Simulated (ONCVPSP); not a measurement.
phosphorus, ONCV: configuration errors across variants

- Element: P
- Generator: ONCVPSP 4.0.1
- Type: optimised norm-conserving Vanderbilt (ONCV)
- Functional: LDA (Perdew-Zunger)
- Relativity: scalar-relativistic
- Frozen core: [Ne]
- Valence charge: 5
- Reference configuration: 3s1 3p4
- Partial waves: 3s: rc 1.40 bohr, ncon 4, nbas 8, qcut 4.2 1/bohr, 2 projectors, debl 2.6 Ha; 3p: rc 1.45 bohr, ncon 4, nbas 7, qcut 6.1 1/bohr, 2 projectors, debl 0.6 Ha; d scattering state at 0.32 Ha: rc 1.15 bohr, ncon 4, nbas 8, qcut 7.2 1/bohr, 3 projectors, debl 3.2 Ha
- Local potential: polynomial inside 0.95 bohr (lpopt 5, dvloc0 3 Ha)
- Core correction: Teter function, fcfact 3.75, rcfact 1.75

All-electron excitation energies from the reference (eV): (1) 3s2 3p3 -8.496; (2) 3s2 3p2 1.325; (3) 3s2 3p1 20.574; (4) 3s1 3p0 102.658.

A true bound ghost makes a file unfit for plane-wave use even where its test errors are small: the radial tests pick states by their node count and pass the ghost by.

Errors AE − PS in meV (a dash: test not solved or not reliable):

```json
{"change": "base", "(1)": "-1.5", "(2)": "-2.3", "(3)": "-19", "(4)": "-324", "bound ghosts": "none", "GHOST(+) flags above zero": "s, p, d"}
{"change": "p: rc 1.04", "(1)": "+1.8", "(2)": "+1.3", "(3)": "-21", "(4)": "-389", "bound ghosts": "p", "GHOST(+) flags above zero": "s, p, d"}
{"change": "p: rc 1.18", "(1)": "+0.3", "(2)": "-0.5", "(3)": "-21", "(4)": "-362", "bound ghosts": "p", "GHOST(+) flags above zero": "s, p, d"}
{"change": "p: rc 1.38", "(1)": "-1.4", "(2)": "-1.9", "(3)": "-20", "(4)": "-335", "bound ghosts": "p", "GHOST(+) flags above zero": "s, d"}
{"change": "p: rc 1.72", "(1)": "-2.2", "(2)": "-2.9", "(3)": "-18", "(4)": "-307", "bound ghosts": "none", "GHOST(+) flags above zero": "s, d"}
{"change": "p: rc 1.92", "(1)": "-2.0", "(2)": "-2.9", "(3)": "-18", "(4)": "-316", "bound ghosts": "none", "GHOST(+) flags above zero": "s, d"}
{"change": "p: rc 2.1", "(1)": "-1.5", "(2)": "-2.7", "(3)": "-20", "(4)": "-332", "bound ghosts": "none", "GHOST(+) flags above zero": "s, d"}
```

Question: Give the same row for: p: rc 1.58.

Answer: -2.0, -2.7, -18, -313; bound ghosts: none; GHOST(+) flags above zero: s, d.
